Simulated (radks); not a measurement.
Question: The mean radii <r> (bohr) of the occupied orbitals of an atom or ion are listed with their occupations. All-electron calculation, scalar-relativistic Kohn-Sham, SCAN, spin-polarised, spherical densities, finite nucleus; meta-GGA in the generalised Kohn-Sham scheme; Fermi nuclear charge, rms radius of each element as measured or else 0.836 A^(1/3) + 0.57 fm. Program: a radial shooting solver on a logarithmic mesh with Libxc functionals.

orbital  occ.      <r>
1s up       1  0.01605
1s down     1  0.01605
2s up       1  0.06758
2s down     1  0.06758
2p up       3  0.06143
2p down     3  0.06143
3s up       1   0.1744
3s down     1   0.1744
3p up       3   0.1764
3p down     3   0.1764
3d up       5   0.1600
3d down     5   0.1600
4s up       1   0.3840
4s down     1   0.3840
4p up       3   0.4095
4p down     3   0.4094
4d up       5   0.4308
4d down     5   0.4306
5s up       1   0.8495
5s down     1   0.8461
4f up       7   0.4535
4f down     7   0.4524
5p up       3   0.9613
5p down     3   0.9621
5d up       5    1.215
5d down     2    1.225
6s up       1    2.058
6s down     1    2.028
6p up       3    2.553
6p down     1    2.649

Name the element and its charge. Open shells, if any, are filled with parallel spins first.

Answer: Z = 82, lead, charge +1: Pb+ in [Xe] 4f14 5d7 6s2 6p4. The 1s radius gives Z: for a bare nucleus <r> = (2 gamma + 1)/(2Z) with gamma = sqrt(1 - (Z/c)^2), 0.01587 bohr for Z = 82, and screening makes it slightly larger (0.01605 here). The occupations add up to 81, and the charge is Z minus that.
